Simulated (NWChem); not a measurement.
System: CH5FO2Si; SMILES CO[SiH](O)F

```xyz
10

Si    -0.0042    -0.5024     0.3560
O      0.9004    -1.7311    -0.2355
F     -1.5168    -0.5484    -0.2269
O      0.6560     0.9175    -0.1417
C      0.0636     2.1884    -0.0728
H     -0.0959    -0.6603     1.8192
H      1.2405    -1.6338    -1.1302
H      0.0003     2.5523     0.9682
H      0.6834     2.8975    -0.6414
H     -0.9521     2.1917    -0.5038
```
Atoms are numbered in this order, from 1.

Results from NWChem. Medium grid unless said otherwise, to which SCAN and Minnesota functionals are sensitive. Coordinates come from a PBE0/def2-SVP optimisation. Hybrids' shares of exact exchange are those that their runs print; pure functionals count as 0. The functionals differ in more than this share.

```csv
row,share of exact exchange,orbital gap (eV)
PBE/def2-TZVP,0.00,6.98
r2SCAN/def2-TZVP,0.00,8.02
TPSSh/def2-TZVP,0.10,withheld
B3LYP/def2-TZVP,0.20,8.90
PBE0/def2-TZVP,0.25,9.51
PW6B95/def2-TZVP,0.28,9.61
```

Task: Fit a straight line of the last column on the one before it, predict the withheld value, and compare with the run.

Result: 
1. Means of the 5 shown rows: x = 0.146, y = 8.604. Slope Σ(x − x̄)(y − ȳ)/Σ(x − x̄)² = 0.5674/0.07432 = 7.634; intercept 7.489.
2. The shown rows scatter about the line by 0.337 (root mean square); the largest residual is +0.53, at r2SCAN/def2-TZVP.
3. At x = 0.10 (TPSSh/def2-TZVP; inside the shown range) the line gives 8.25.
4. The run gives 8.34, +0.09 from the line, 0.3 times the scatter.
